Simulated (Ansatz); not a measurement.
Single points on `CCCCCCCCCCCC[Si](C)(C)Cl`.

```yaml
crystal:
  periodic: [false, false, false]
  atoms:
    - {symbol: C, position_ang: [7.353390, 0.888131, 0.384643]}
    - {symbol: C, position_ang: [6.214622, -0.129574, 0.292384]}
    - {symbol: C, position_ang: [4.951886, 0.422257, -0.378295]}
    - {symbol: C, position_ang: [3.806053, -0.591603, -0.466162]}
    - {symbol: C, position_ang: [2.561628, -0.092804, -1.216281]}
    - {symbol: C, position_ang: [1.887536, 1.156261, -0.624151]}
    - {symbol: C, position_ang: [1.455737, 1.034114, 0.846830]}
    - {symbol: C, position_ang: [0.506415, -0.131718, 1.161519]}
    - {symbol: C, position_ang: [-0.821723, -0.099517, 0.396973]}
    - {symbol: C, position_ang: [-1.784441, -1.219494, 0.805093]}
    - {symbol: C, position_ang: [-3.102779, -1.257498, 0.016789]}
    - {symbol: C, position_ang: [-4.003981, -0.028170, 0.216134]}
    - {symbol: Si, position_ang: [-5.667779, -0.093766, -0.675953]}
    - {symbol: C, position_ang: [-6.647739, 1.489019, -0.396322]}
    - {symbol: C, position_ang: [-6.665468, -1.615445, -0.189866]}
    - {symbol: Cl, position_ang: [-5.265465, -0.242165, -2.743621]}
    - {symbol: H, position_ang: [8.252173, 0.459599, 0.873219]}
    - {symbol: H, position_ang: [7.049121, 1.781808, 0.969655]}
    - {symbol: H, position_ang: [7.658239, 1.244088, -0.622217]}
    - {symbol: H, position_ang: [5.954690, -0.494147, 1.311792]}
    - {symbol: H, position_ang: [6.560277, -1.029128, -0.265210]}
    - {symbol: H, position_ang: [4.616493, 1.326909, 0.177113]}
    - {symbol: H, position_ang: [5.205667, 0.779634, -1.403176]}
    - {symbol: H, position_ang: [3.525920, -0.914175, 0.562137]}
    - {symbol: H, position_ang: [4.178660, -1.511626, -0.969115]}
    - {symbol: H, position_ang: [2.840773, 0.125040, -2.271253]}
    - {symbol: H, position_ang: [1.821597, -0.921281, -1.273082]}
    - {symbol: H, position_ang: [2.570320, 2.028460, -0.719321]}
    - {symbol: H, position_ang: [1.005260, 1.410482, -1.250999]}
    - {symbol: H, position_ang: [0.968171, 1.987196, 1.151075]}
    - {symbol: H, position_ang: [2.357406, 0.945531, 1.492105]}
    - {symbol: H, position_ang: [0.291714, -0.130992, 2.253448]}
    - {symbol: H, position_ang: [1.016949, -1.101531, 0.965171]}
    - {symbol: H, position_ang: [-0.633640, -0.171119, -0.697852]}
    - {symbol: H, position_ang: [-1.303264, 0.891933, 0.554498]}
    - {symbol: H, position_ang: [-2.010346, -1.132113, 1.893040]}
    - {symbol: H, position_ang: [-1.266858, -2.197501, 0.684391]}
    - {symbol: H, position_ang: [-3.661719, -2.174541, 0.306002]}
    - {symbol: H, position_ang: [-2.882993, -1.370734, -1.068216]}
    - {symbol: H, position_ang: [-3.489448, 0.899449, -0.117677]}
    - {symbol: H, position_ang: [-4.222697, 0.119324, 1.300123]}
    - {symbol: H, position_ang: [-7.600126, 1.470996, -0.963513]}
    - {symbol: H, position_ang: [-6.887886, 1.609328, 0.681223]}
    - {symbol: H, position_ang: [-6.068472, 2.375897, -0.723428]}
    - {symbol: H, position_ang: [-7.631875, -1.642507, -0.732384]}
    - {symbol: H, position_ang: [-6.113252, -2.546735, -0.427251]}
    - {symbol: H, position_ang: [-6.878740, -1.605563, 0.899978]}
basis:
  gaussian: {orbitals: def2-SVP, initial_orbitals: start.molden}
hamiltonian: {xc: {name: LC-wPBE, parameters: {omega: 0.3/bohr}}}
scf: {omitted_lower_state_checks: [starts]}
output: {orbitals: {seedname: orbitals}}
```

The file start.molden holds the orbitals of an earlier run on this structure, at another level or in another basis.

```sh
$ ansatz run in.yaml --threads 2 --pin off --events-out ev --progress --plain --max-ram 32768MiB --backend cuda --devices 0, --max-vram 18GiB
```

Shortened log:

```
Functional definition: LC-wPBE
4401 factors; their error is unknown
1140 factors; integrals over basis functions are off by at most 7.7e-6 eV
mean field evaluation 1: about -35392.7622 eV, gradient 1.3e1 eV
mean field evaluation 2: about -35393.3369 eV, gradient 4.1e-1 eV
mean field evaluation 4: about -35393.1532 eV, gradient 1.4e-3 eV
mean field -35393.15321384 eV, -1300.6743902677 hartree, gradient 8.6e-6 eV, S^2 0.000000; 0 other end points of the search recorded, 0 dependent functions left out
reference -35393.15321386 eV, -1300.6743902686 hartree; 73, 73 occupied and 314, 314 virtual orbitals, 4401 factors
Total energy: -35393.15321386 eV, -1300.6743902686 hartree
Checks for a lower state left out: starts
```

Hardware: 2 threads of AMD EPYC 7R13 on a shared host and a share (18 GiB) of an NVIDIA H100 80GB HBM3. Wall time 7.5 s, peak host memory 1.1 GiB.

As the first input, with `hamiltonian: {xc: pbe0, dispersion: d4}` (abridged; 9 s):

```
Functional definition: PBE0
mean field -35385.15106421 eV, -1300.3803166930 hartree, gradient 1.2e-5 eV, S^2 0.000000
Total energy: -35386.22391576 eV, -1300.4197432601 hartree
Checks for a lower state left out: starts
```

First input, but with `hamiltonian: {xc: pbe}`, `correlation: {method: rpa}` and without the key `output` (abridged; 8.5 s):

```
Functional definition: PBE
mean field -35379.77144969 eV, -1300.1826195055 hartree, gradient 1.9e-6 eV, S^2 0.000000
24 core orbitals not correlated: weight in the atoms' cores, before any rotation towards them, 1.000 or more for the frozen orbitals, at most 0.000 for the correlated occupied ones
Total energy: -35368.67646160 eV, -1299.7748862137 hartree
Checks for a lower state left out: starts
```

First input, but with `gaussian: {orbitals: def2-TZVP, fitting: {mean_field: def2-universal-jkfit}, initial_orbitals: start.molden}`, `hamiltonian: {xc: pbe0, dispersion: d4}`, `output: {forces: true, orbitals: {seedname: orbitals}}` (abridged; 12 s):

```
Functional definition: PBE0
mean field -35407.83216396 eV, -1301.2138317348 hartree, gradient 8.5e-6 eV, S^2 0.000000
Total energy: -35408.90503105 eV, -1301.2532588733 hartree
Atom 0 force     0.148560     0.212332    -0.014707 eV/Å
Atom 1 force    -0.040049    -0.343809     0.097157 eV/Å
Atom 2 force    -0.014451     0.345280    -0.121854 eV/Å
Atom 3 force     0.066651    -0.280329     0.172225 eV/Å
Atom 4 force    -0.071656    -0.110330    -0.221180 eV/Å
Atom 5 force    -0.039948     0.227438    -0.144309 eV/Å
Atom 6 force     0.063674     0.168792     0.182587 eV/Å
Atom 7 force     0.029786    -0.276934     0.180607 eV/Å
Atom 8 force    -0.092728     0.249787    -0.250102 eV/Å
Atom 9 force     0.093925    -0.165610     0.259688 eV/Å
Atom 10 force    -0.058037    -0.204510    -0.213641 eV/Å
Atom 11 force     0.022262     0.250467     0.129116 eV/Å
Atom 12 force     0.050280    -0.037305    -0.058507 eV/Å
Atom 13 force    -0.083812     0.152652    -0.007416 eV/Å
Atom 14 force    -0.089657    -0.147027     0.007602 eV/Å
Atom 15 force    -0.108448     0.041795     0.489106 eV/Å
Atom 16 force    -0.456562     0.181245    -0.235550 eV/Å
Atom 17 force     0.126824    -0.444626    -0.276214 eV/Å
Atom 18 force    -0.161691    -0.189731     0.477190 eV/Å
Atom 19 force     0.121610     0.200661    -0.477200 eV/Å
Atom 20 force    -0.157572     0.447420     0.246442 eV/Å
Atom 21 force     0.150952    -0.440379    -0.247082 eV/Å
Atom 22 force    -0.109897    -0.187713     0.474760 eV/Å
Atom 23 force     0.119133     0.183367    -0.481398 eV/Å
Atom 24 force    -0.175305     0.444137     0.210359 eV/Å
Atom 25 force    -0.119406    -0.080724     0.506044 eV/Å
Atom 26 force     0.354998     0.392822     0.063081 eV/Å
Atom 27 force    -0.306125    -0.433742     0.064159 eV/Å
Atom 28 force     0.409247    -0.149726     0.308442 eV/Å
Atom 29 force     0.214591    -0.451915    -0.165076 eV/Å
Atom 30 force    -0.424616     0.009720    -0.321495 eV/Å
Atom 31 force     0.094153     0.028446    -0.512595 eV/Å
Atom 32 force    -0.236021     0.470388     0.060135 eV/Å
Atom 33 force    -0.071855     0.019624     0.518763 eV/Å
Atom 34 force     0.227308    -0.476116    -0.053021 eV/Å
Atom 35 force     0.096552    -0.018996    -0.519488 eV/Å
Atom 36 force    -0.247132     0.460929     0.027777 eV/Å
Atom 37 force     0.273524     0.445535    -0.110342 eV/Å
Atom 38 force    -0.075319     0.061157     0.526053 eV/Å
Atom 39 force    -0.222929    -0.448399     0.153844 eV/Å
Atom 40 force     0.104926    -0.086157    -0.494638 eV/Å
Atom 41 force     0.458400     0.007529     0.274279 eV/Å
Atom 42 force     0.118526    -0.065845    -0.517683 eV/Å
Atom 43 force    -0.279899    -0.427032     0.158143 eV/Å
Atom 44 force     0.462496     0.013158     0.262817 eV/Å
Atom 45 force    -0.269150     0.449861     0.116753 eV/Å
Atom 46 force     0.103886     0.002416    -0.523627 eV/Å
Dipole moment:    -0.061420     0.021297     0.447388 e Å
Checks for a lower state left out: starts
```

The first input with `gaussian: {orbitals: def2-TZVP, fitting: {mean_field: def2-universal-jkfit}, initial_orbitals: start.molden}`, `hamiltonian: {xc: r2scan, dispersion: d4}` (abridged; 12 s):

```
Functional definition: r2SCAN
mean field -35422.86776088 eV, -1301.7663797302 hartree, gradient 1.8e-5 eV, S^2 0.000000
Total energy: -35423.23560208 eV, -1301.7798976450 hartree
Checks for a lower state left out: starts
```

Geometry: PBE-D4/def2-SVP.

Correlated methods freeze 24 core orbitals. Single mean-field runs in def2-TZVP are fitted with def2-universal-jkfit.
